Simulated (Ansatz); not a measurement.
| atom | x (Å) | y (Å) | z (Å) |
| --- | --- | --- | --- |
| Al | 0.0000 | 0.0000 | 0.0000 |
| Al | 0.0000 | 0.0000 | 5.3240 |
| O | 0.0000 | 3.7286 | -1.7387 |

Basis set: pcseg-2 (spherical functions). Charge 0, multiplicity 3.

Computed with Ansatz (development build ahead of 0.2.0); each method stands on the lowest determinant of its kind that the runs found.

The atomization energy at this shape (free ground-state atoms in the same class of orbitals less the molecule, no zero-point energy) of triplet Al₂O:

```csv
method,atomization energy
ROHF,-31.80 kcal/mol
```

(1) What does PBE (unrestricted) give?

## Answers

(1) 25.75 kcal/mol. Caution: other spin multiplicities may lie lower; the shape is not the minimum. Caution for PBE (unrestricted): charge can spread falsely over distant fragments; the unrestricted determinant is spin contaminated. Caution for ROHF: stretched shape with no unrestricted run beside it, a lower state can exist; the molecule lies well above its atoms at this level.
